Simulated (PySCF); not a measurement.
Species: C₄H₆Ge.
Bonds: C1–C2 (double), C2–Ge3, Ge3–C4, C4–C5 (double), C1–C5. Hydrogens: H6 on C1; H7 on C2; H8, H9 on Ge3; H10 on C4; H11 on C5.

Level of theory: PBE0-D3(BJ)/def2-SVP geometry optimisation, gas phase in PySCF.

Some entries are withheld. Bonds in one row agree within 0.01 Å.

| coordinate | value |
| --- | --- |
| C1=C2, C4=C5 | ? |
| C2–Ge3, Ge3–C4 | ? |
| C1–C5 | ? |
| C1–H6, C5–H11 | 1.096 Å |
| C2–H7, C4–H10 | 1.091 Å |
| Ge3–H8, Ge3–H9 | 1.540 Å |
| C2–C1–C5 | 118.0° |
| C2–C1–H6 | 122.9° |
| C5–C1–H6 | 119.2° |
| C1–C2–Ge3 | 107.1° |
| C1–C2–H7 | ? |
| Ge3–C2–H7 | 129.9° |
| C2–Ge3–C4 | ? |
| C2–Ge3–H8 | 114.3° |
| H8–Ge3–H9 | ? |

Problem. Estimate the withheld lengths and angles.

Solution. 
- C1=C2, C4=C5 = 1.348 Å, drawn double (both ends alkene CH carbon); 0.11 Å below the sum of covalent radii, 1.46 Å.
- C2–Ge3, Ge3–C4 = 1.945 Å, drawn single (ends: alkene CH carbon; germanium bonded to 2 C and 2 H); 0.01 Å above the sum of covalent radii, 1.93 Å.
- C1–C5 = 1.480 Å, drawn single (both ends alkene CH carbon); 0.02 Å above the sum of covalent radii, 1.46 Å.
- C1–C2–H7 = 122.9°, at the alkene CH carbon; the outer atoms are 2.146 Å apart.
- C2–Ge3–C4 = 89.8°, at the germanium bonded to 2 C and 2 H, inside a 5-membered ring; the outer atoms are 2.745 Å apart.
- H8–Ge3–H9 = 109.0°, at the germanium bonded to 2 C and 2 H; the outer atoms are 2.507 Å apart.

Radii are Cordero's, carbon taken as 0.76, 0.73 or 0.69 Å for four, three, and two or fewer neighbours.

No PBE0-D3(BJ)/def2-SVP frequencies stand behind this structure, so it isn't proved a minimum.
